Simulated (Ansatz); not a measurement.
[Cr(H2O)4]2+ (CrO4H8²⁺) was relaxed with B3LYP-D4 (def2-SVP) in Ansatz in these states: charge +2 quintet, charge +2 singlet. The geometries follow in no particular order.

A:

```xyz
13

Cr    0.000    0.001    0.000
O    -0.324    1.310   -1.535
H    -0.587    1.081   -2.445
H    -0.235    2.281   -1.498
O    -1.065    1.211    1.254
H    -0.832    1.445    2.171
H    -1.906    1.659    1.049
O     0.320   -1.310    1.535
H    -0.342   -1.621    2.179
H     1.163   -1.746    1.757
O     1.069   -1.209   -1.252
H     1.735   -0.923   -1.904
H     1.007   -2.180   -1.312
```

B:

```xyz
13

Cr    0.0001   -0.0002    0.0001
O     1.6940    1.0655    0.0865
H     1.7366    2.0401    0.0566
H     2.6149    0.7462    0.0323
O     0.9589   -1.5713    0.7909
H     0.6515   -2.4957    0.7298
H     1.7224   -1.5730    1.3990
O    -1.8279   -0.2955    0.7641
H    -2.0158   -0.4366    1.7114
H    -2.6657   -0.4544    0.2890
O    -0.8254    0.8011   -1.6398
H    -0.3726    0.8919   -2.4997
H    -1.6711    1.2819   -1.7202
```

Problem. Judge from the bond lengths which geometry belongs to which state (an estimate).

Solution. A is the charge +2 quintet (Cr1–O2 2.044 Å, Cr1–O8 2.043 Å, Cr1–O11 2.043 Å); B is the charge +2 singlet (Cr1–O2 2.003 Å, Cr1–O8 2.003 Å, Cr1–O11 2.003 Å).

A triplet lies near this restricted singlet, and broken spin symmetry wasn't tried. At PBE0-D4/def2-TZVP a quintet lies 3.47 eV below the charge +2 singlet.
